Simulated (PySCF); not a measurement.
# Cr⁺ (chromium, charge +1): UHF calculation

Configuration: [Ar] 3d5, high-spin 6S determinant. All numbers are calculated (PySCF 2.14, the spin-free X2C one-electron Hamiltonian (Gaussian nucleus), in aug-cc-pVDZ-DK (7s6p4d2f, 59 functions)).

```
Total energy                        : -1049.432637 hartree
One-electron energy                 : -1441.5787 hartree
Hartree (Coulomb) energy            : 440.2535 hartree
Exchange energy                     : -48.1074 hartree
⟨S²⟩                                : 8.7501
⟨L²⟩                                : 0.000
Sum of ⟨r⟩                          : 16.57 bohr
Sum of ⟨r²⟩                         : 20.92 bohr²
Langevin diamagnetic susceptibility : -16.6 ×10⁻⁶ cm³/mol
```

```json
{"shell": "1s α", "electrons": "1", "mean orbital energy (hartree)": "-222.27805", "rms radius, mean of both spins (bohr)": "0.0734"}
{"shell": "1s β", "electrons": "1", "mean orbital energy (hartree)": "-222.27745", "rms radius, mean of both spins (bohr)": "0.0734"}
{"shell": "2s α", "electrons": "1", "mean orbital energy (hartree)": "-26.85795", "rms radius, mean of both spins (bohr)": "0.316"}
{"shell": "2s β", "electrons": "1", "mean orbital energy (hartree)": "-26.76080", "rms radius, mean of both spins (bohr)": "0.316"}
{"shell": "2p α", "electrons": "3", "mean orbital energy (hartree)": "-22.49898", "rms radius, mean of both spins (bohr)": "0.287"}
{"shell": "2p β", "electrons": "3", "mean orbital energy (hartree)": "-22.40038", "rms radius, mean of both spins (bohr)": "0.287"}
{"shell": "3s α", "electrons": "1", "mean orbital energy (hartree)": "-3.77773", "rms radius, mean of both spins (bohr)": "0.974"}
{"shell": "3s β", "electrons": "1", "mean orbital energy (hartree)": "-3.43293", "rms radius, mean of both spins (bohr)": "0.974"}
{"shell": "3p α", "electrons": "3", "mean orbital energy (hartree)": "-2.54536", "rms radius, mean of both spins (bohr)": "1.06"}
{"shell": "3p β", "electrons": "3", "mean orbital energy (hartree)": "-2.11980", "rms radius, mean of both spins (bohr)": "1.06"}
{"shell": "3d α", "electrons": "5", "mean orbital energy (hartree)": "-0.64159", "rms radius, mean of both spins (bohr)": "1.52"}
```

Densities and radii are taken from the X2C orbitals without a picture-change correction, which distorts them close to the nucleus.

Spin-orbit constants ζ (cm⁻¹) from the X2C one-electron operator on these orbitals: bare nucleus, nucleus screened by l(l+1)(2l+1)/3 electrons, and screened by the Breit-Pauli mean field of the electrons.

```json
{"shell": "2p", "bare": "49410", "screened nucleus": "45290", "mean field": "43430"}
{"shell": "3p", "bare": "5621", "screened nucleus": "5153", "mean field": "4906"}
{"shell": "3d", "bare": "408.4", "screened nucleus": "238.3", "mean field": "207.4"}
```
